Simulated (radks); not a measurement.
Task: Spin polarisation of the 4f3 shell in Nd3+. Start: [Xe] 4f(up 1.5, down 1.5); electrons of 4f are moved from spin down to spin up, other shells keep equal spins. Method: scalar-relativistic Kohn-Sham, PBEsol, spin-polarised, spherical densities, finite nucleus; Fermi nuclear charge, rms radius of each element as measured or else 0.836 A^(1/3) + 0.57 fm; computed with a radial shooting solver on a logarithmic mesh with Libxc functionals. Estimate the energy gained and the exchange splitting at a moment of 3 Bohr magnetons.

Result: At moment 3 the spin-polarisation energy is -1.626 eV and the 4f exchange splitting 2.165 eV, that is 0.722 eV per Bohr magneton; E = -I m^2/4 would give I = 0.722 eV.
